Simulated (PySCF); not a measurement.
## Functional benchmark on one molecule

Molecule: SMILES N#Cc1ccco1, C$_{5}$H$_{3}$NO.

Structure with atom numbers: `[N:1]#[C:2][c:3]1[cH:4][cH:5][cH:6][o:7]1`. Each H is labelled by its parent atom.

Geometry PBE0-D3(BJ)/def2-SVP throughout; GIAO in PySCF 2.14.0 with density-fitted response routines, gas phase, one conformer, non-relativistic; equivalent atoms averaged; basis pcSseg-2.

Reference values (estimated from measurements, as parent shift plus tabulated substituent increments; solution, not stated per compound (mostly CDCl3 or CCl4); Pretsch, Buehlmann, Badertscher, Structure Determination of Organic Compounds, 4th ed. (2009)): δ(H(C4)) = 6.86 ppm, δ(H(C5)) = 6.36 ppm, δ(H(C6)) = 7.38 ppm. Computed shifts are taken against TMS, calculated as an isolated molecule at each level.

How do the functionals HF, BLYP, KT2, B97-D, B3LYP, PBE0, WP04, CAM-B3LYP, wB97X-D perform against the reference? Times are CPU seconds on shared hosts with different chips, so compare them loosely.

## Answers


```
functional                    kind  H(C4)  H(C5)  H(C6)  mean abs. error H  core-s
        HF            Hartree–Fock   7.45   6.63   7.74               0.41      23
      BLYP                     GGA   7.04   6.58   7.47               0.16      55
       KT2                     GGA   7.02   6.55   7.52               0.16      58
     B97-D                     GGA   7.04   6.57   7.48               0.16      39
     B3LYP           global hybrid   7.16   6.64   7.54               0.25      43
      PBE0           global hybrid   7.23   6.69   7.58               0.30      41
      WP04           global hybrid   7.01   6.48   7.41               0.10      29
 CAM-B3LYP  range-separated hybrid   7.26   6.70   7.61               0.32      44
   wB97X-D  range-separated hybrid   7.26   6.70   7.60               0.32      54
```

For ¹H the closest is WP04 (0.10 ppm) and the furthest HF (0.41 ppm). One molecule is a small sample, and vibrational and solvent effects are absent from the calculation.
